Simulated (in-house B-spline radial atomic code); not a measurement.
# Yb III (Yb2+): [Xe] 4f13 6d1 (an excited or competing configuration)

Method: Dirac-Hartree-Fock, average of configuration, Fermi nucleus of rms radius 5.3108 fm. Calculated with an all-electron radial atomic-structure program (B-spline basis).

Z_r = [3n² - l(l+1)]/(2<r>); Z_e = n√(-2ε); the last column is Slater's effective charge. Values are occupation-weighted means over j. An effective charge above Z reflects the relativistic contraction of the inner shells.

```tsv
shell	electrons	ε (eV)	<r> (bohr)	Z_r	Z_e	Slater
1s	2	-61734	0.01966	76.30	67.36	69.70
2s	2	-10611	0.08269	72.56	55.85	65.85
2p	6	-9399	0.07378	67.77	52.57	65.85
3s	2	-2470.8	0.2157	62.59	40.43	58.75
3p	6	-2094.2	0.2151	58.12	37.22	58.75
3d	10	-1610.9	0.1961	53.55	32.64	48.85
4s	2	-537.6	0.4881	49.17	25.14	42.25
4p	6	-410.48	0.5169	44.49	21.97	42.25
4d	10	-234.66	0.5605	37.46	16.61	30.85
5s	2	-92.024	1.209	31.00	13.00	13.20
5p	6	-58.718	1.403	26.02	10.39	13.20
4f	13	-42.639	0.7137	25.22	7.08	19.80
6d	1	-9.1604	5.835	8.74	4.92	3.00
```

The least bound orbital is 6d5/2 at -9.127 eV, and it is also the most diffuse (<r> = 5.86 bohr).

Spin-orbit splittings of the orbital energies (j = l + 1/2 above j = l - 1/2 when positive): 2p 1049 eV, 3p 226.6 eV, 3d 48.97 eV, 4p 51.85 eV, 4d 9.674 eV, 5p 6.987 eV, 4f 1.566 eV, 6d 0.08455 eV.

For the 1s electron the small component carries 6.9 % of the norm, the zero-frequency Breit interaction raises the level by 202.4 eV, self-energy by 124.3 eV, and vacuum polarisation lowers it by 22.14 eV.
